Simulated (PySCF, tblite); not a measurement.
Isomers of C4H9NO3Si, one GFN2-xTB conformer each. Single-point energies are computed at PBE0/pcSseg-1 (PySCF, gas phase, no added dispersion term), electronic only.

```
                     SMILES  GFN2-xTB relative energy (kJ/mol)
NC(=O)[Si@@H]1C[C@@H](CO)O1                              170.3
CO[C@@H]1C[Si@@H](C(N)=O)O1                              157.5
          CO[Si](C#N)(OC)OC                                0.0
```

Conformers: `[NH2:1][C:2](=[O:3])[Si@@H:4]1[CH2:5][C@@H:6]([CH2:7][OH:8])[O:9]1` with H–N1–C2–O3 -173° and -4°, N1–C2–Si4–C5 70°, C5–C6–C7–O8 56°, C6–C7–O8–H 61°, C2–Si4–C5–C6 -114°, Si4–C5–C6–C7 -109°, C5–C6–O9–Si4 -9°, C2–Si4–O9–C6 127°; `[CH3:1][O:2][C@@H:3]1[CH2:4][Si@@H:5]([C:6]([NH2:7])=[O:8])[O:9]1` with C1–O2–C3–C4 175°, C4–Si5–C6–N7 74°, Si5–C6–N7–H 7° and 176°, O2–C3–C4–Si5 -106°, C3–C4–Si5–C6 -117°, C4–Si5–O9–C3 11°, O2–C3–O9–Si5 103°; `[CH3:1][O:2][Si:3]([C:4]#[N:5])([O:6][CH3:7])[O:8][CH3:9]` with C1–O2–Si3–C4 68°, O2–Si3–O6–C7 -172°, O2–Si3–O8–C9 -52°.

Task: What does PBE0/pcSseg-1 give for the same structures?

Result: 
| SMILES | PBE0/pcSseg-1 E (Eh) | PBE0/pcSseg-1 (kJ/mol) | GFN2-xTB (kJ/mol) | point group |
| --- | --- | --- | --- | --- |
| CO[Si](C#N)(OC)OC | -727.18384 | 0.0 | 0.0 | near C3 |
| NC(=O)[Si@@H]1C[C@@H](CO)O1 | -727.12184 | 162.8 | 170.3 | C1 |
| CO[C@@H]1C[Si@@H](C(N)=O)O1 | -727.11865 | 171.2 | 157.5 | C1 |

Both levels put the same isomer lowest; measured from each level's own lowest isomer, the values differ by up to 13.7 kJ/mol (CO[C@@H]1C[Si@@H](C(N)=O)O1: 157.5 against 171.2). As drawn, the lowest has a C≡N group, which the highest lacks; the highest has a four-membered ring, a C=O bond and an N–H bond, which the lowest lacks. Neighbours under 10 kJ/mol apart (NC(=O)[Si@@H]1C[C@@H](CO)O1 and CO[C@@H]1C[Si@@H](C(N)=O)O1) can change places with a better method, another conformer or zero-point energy.

Task: Which frontier levels, dipoles and rotational constants go with these structures?

Result: 
```json
{"SMILES": "CO[Si](C#N)(OC)OC", "HOMO (eV, PBE0/pcSseg-1)": "-8.75", "LUMO (eV)": "-0.06", "dipole (D)": "2.71", "A, B, C (MHz)": "1184, 1183, 1099"}
{"SMILES": "NC(=O)[Si@@H]1C[C@@H](CO)O1", "HOMO (eV, PBE0/pcSseg-1)": "-7.01", "LUMO (eV)": "-0.84", "dipole (D)": "3.83", "A, B, C (MHz)": "3533, 760.3, 717.2"}
{"SMILES": "CO[C@@H]1C[Si@@H](C(N)=O)O1", "HOMO (eV, PBE0/pcSseg-1)": "-7.06", "LUMO (eV)": "-0.74", "dipole (D)": "3.71", "A, B, C (MHz)": "3823, 711.3, 672.8"}
```

Task: What happens when harmonic zero-point energies from GFN2-xTB frequencies are added?

Result: 
```csv
SMILES,ZPE (kJ/mol),electronic (kJ/mol),with ZPE (kJ/mol)
CO[Si](C#N)(OC)OC,349.7,0.0,0.0
NC(=O)[Si@@H]1C[C@@H](CO)O1,351.2,162.8,164.3
CO[C@@H]1C[Si@@H](C(N)=O)O1,348.9,171.2,170.4
```

The zero-point energies span 2.3 kJ/mol. The order is unchanged.
